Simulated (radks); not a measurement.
Values are calculated unless marked as measured or tabulated.
Correlation energies from several functionals, in hartree. Species: Zr4+ [Kr]; S+ [Ne] 3s2 3p3; P [Ne] 3s2 3p3; Sb3+ [Kr] 4d10 5s2. Code: a radial shooting solver on a logarithmic mesh with Libxc functionals. Model: non-relativistic Kohn-Sham, exchange-only B88, spin-polarised, spherical densities, point nucleus. Every spin shell is full or empty, so the densities are truly spherical. Functionals are evaluated on that one density, not self-consistently.

functional     Zr4+        S+         P     Sb3+
PW92        -3.4736   -1.1561   -1.1118  -4.7267
VWN5        -3.4892   -1.1622   -1.1175  -4.7474
PZ          -3.4719   -1.1507   -1.1070  -4.7256
Chachiyo    -3.4271   -1.1328   -1.0893  -4.6665
PBEsol      -2.1165  -0.63461  -0.61473  -2.9660
P86         -2.1132  -0.61406  -0.59444  -2.9721
PW91        -2.0173  -0.59523  -0.57484  -2.8366
AM05        -3.2172   -1.0473   -1.0060  -4.4057
TPSS        -1.8574  -0.54599  -0.52852  -2.6239
revTPSS     -1.8814  -0.56037  -0.54348  -2.6534
SCAN        -1.8427  -0.53917  -0.52293  -2.6177
r2SCAN      -1.8592  -0.54425  -0.52763  -2.6332
B95         -2.2733  -0.62903  -0.59971  -3.2226
Tao-Mo      -1.7768  -0.49397  -0.47703  -2.5352
